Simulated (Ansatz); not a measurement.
Calculation: frozen-core CCSD(T)/cc-pVTZ // PBE0-D3(BJ)/def2-SVP in Ansatz (a first-principles code). The geometry is that of the parent before the electron was removed.

Ansatz 0.2 input:
```yaml
crystal:
  periodic: [false, false, false]
  atoms:
    - { symbol: Ga, position_ang: [-0.054955, -0.249216, 0.013487] }
    - { symbol: H, position_ang: [-1.420015, -0.497684, -0.733317] }
    - { symbol: H, position_ang: [-0.041894, -0.234772, 1.591622] }
    - { symbol: H, position_ang: [1.301115, -0.474161, -0.756536] }
    - { symbol: S, position_ang: [-0.083397, 2.35728, -0.324483] }
    - { symbol: H, position_ang: [-1.070877, 2.639647, 0.553337] }
    - { symbol: H, position_ang: [0.886675, 2.66455, 0.564339] }
basis:
  gaussian: { orbitals: cc-pVTZ }
correlation:
  method: ccsd_t
total_charge: 1
magnetization:
  spin_polarized: true
  initial_magnetization: 1
```

Output:

```
Functional definition: HF
842 factors; integrals over basis functions are off by at most 1.9e-3 eV
mean field evaluation 1: about -63219.9266 eV, gradient 1.5e1 eV
mean field evaluation 2: about -63219.9312 eV, gradient 1.5e1 eV
mean field evaluation 4: about -63221.8741 eV, gradient 2.3e0 eV
mean field evaluation 8: about -63221.9987 eV, gradient 2.1e-1 eV
mean field evaluation 16: about -63221.5919 eV, gradient 5.9e0 eV
mean field evaluation 32: about -63222.0018 eV, gradient 2.9e-3 eV
mean field evaluation 64: about -63221.9520 eV, gradient 2.9e-1 eV
mean field evaluation 96: about -63221.9669 eV, gradient 9.2e-2 eV
mean field evaluation 128: about -63221.3282 eV, gradient 9.3e-2 eV
mean field evaluation 160: about -63221.3343 eV, gradient 2.3e-1 eV
mean field evaluation 192: about -63221.3323 eV, gradient 2.1e-1 eV
mean field evaluation 224: about -63221.3343 eV, gradient 1.3e-1 eV
mean field evaluation 256: about -63221.3328 eV, gradient 2.1e-1 eV
mean field -63222.00178249 eV, -2323.3657120946 hartree, gradient 3.7e-6 eV, S^2 0.772031; 9 other end points of the search recorded, 0 dependent functions left out
determinant -63222.00178249 eV, -2323.3657120946 hartree, with singles and doubles -63232.78251481 eV, -2323.7618966997 hartree
determinant -63221.96783364 eV, -2323.3644644972 hartree, with singles and doubles -63232.72943971 eV, -2323.7599462260 hartree
determinant -63221.96203384 eV, -2323.3642513584 hartree, with singles and doubles -63232.77322962 eV, -2323.7615554756 hartree
determinant -63221.92795280 eV, -2323.3629989036 hartree, with singles and doubles -63232.74157456 eV, -2323.7603921736 hartree
determinant -63222.00178249 eV, -2323.3657120946 hartree, with singles and doubles -63232.67425565 eV, -2323.7579182490 hartree
determinant -63221.96783364 eV, -2323.3644644972 hartree, with singles and doubles -63232.64090590 eV, -2323.7566926683 hartree
determinant -63221.96203384 eV, -2323.3642513584 hartree, with singles and doubles -63232.66660260 eV, -2323.7576370048 hartree
determinant -63221.92795280 eV, -2323.3629989036 hartree, with singles and doubles -63232.62067285 eV, -2323.7559491175 hartree
14 core orbitals not correlated
reference -63222.00178249 eV, -2323.3657120946 hartree; 12, 11 occupied and 121, 122 virtual orbitals, 842 factors
second order -9.56891865 eV of doubles, -0.00000000 eV of singles
cycle   1  -10.67247368 eV  change   -5.2e-7 eV  update   4.7e-6
perturbative correction -0.48232962 eV, -0.0177252865 hartree
Total energy: -63233.15658579 eV, -2323.7756435548 hartree
```

Cost: roughly 13 core-minutes.
